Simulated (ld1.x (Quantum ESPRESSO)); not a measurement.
# zinc (Zn), RRKJ: configuration errors across variants

Zn, norm-conserving RRKJ (Kleinman–Bylander form), made with ld1.x (Quantum ESPRESSO) 7.5 (PW91, scalar-relativistic). Core [Ne], reference 3s2 3p6 3d9 4s0 4p0 (charge +3). Waves: 3p (bound): rc 0.90 bohr; 3d (bound): rc 1.25 bohr; 3s (bound): rc 0.75 bohr. Local part: the s channel. Core correction: Bessel-smoothed model core inside 0.40 bohr.

All-electron excitation energies from the reference (eV): (1) 3s2 3p6 3d10 4s2 4p0 -69.126; (2) 3s2 3p6 3d10 4s1 4p0 -59.164; (3) 3s2 3p6 3d10 4s0 4p0 -40.653; (4) 3s2 3p6 3d10 4s1 4p1 -64.009; (5) 3s2 3p6 3d10 4s1.5 4p0 -65.150; (6) 3s1 3p6 3d10 4s2 4p0 68.937; (7) 3s2 3p6 3d9 4s2 4p0 -51.128.

Errors AE − PS in meV (a dash: test not solved or not reliable):

```tsv
change	(1)	(2)	(3)	(4)	(5)	(6)	(7)	bound ghosts
base	+194	+130	+16	+119	+168	+188	+354	none
all radii but the core radius scaled by about 0.77 (s 0.58, p 0.70, d 0.96 bohr)	+99	+64	+1.0	+57	+84	+151	+174	none
all radii but the core radius scaled by about 0.83 (s 0.62, p 0.74, d 1.04 bohr)	+89	+57	+2.2	+50	+76	+113	+165	none
all radii but the core radius scaled by about 0.94 (s 0.70, p 0.84, d 1.18 bohr)	+123	+82	+9.5	+73	+106	+110	+233	none
all radii but the core radius scaled by about 1.14 (s 0.86, p 1.02, d 1.42 bohr)	+453	+310	+51	+286	+394	+459	+786	none
all radii but the core radius scaled by about 1.23 (s 0.92, p 1.10, d 1.54 bohr)	+735	+508	+92	+466	+642	+792	+1242	none
all radii but the core radius scaled by about 1.30 (s 0.98, p 1.16, d 1.62 bohr)	+990	+689	+131	+628	+867	+1110	+1646	none
all radii but the core radius scaled by about 1.38 (s 1.04, p 1.24, d 1.72 bohr)	+1483	+1045	+215	+938	+1306	+1751	+2409	none
```

Problem. Give the same row for: all radii but the core radius scaled by about 1.09 (s 0.82, p 0.98, d 1.36 bohr).

Solution. +323, +219, +33, +202, +280, +317, +571; bound ghosts: none.
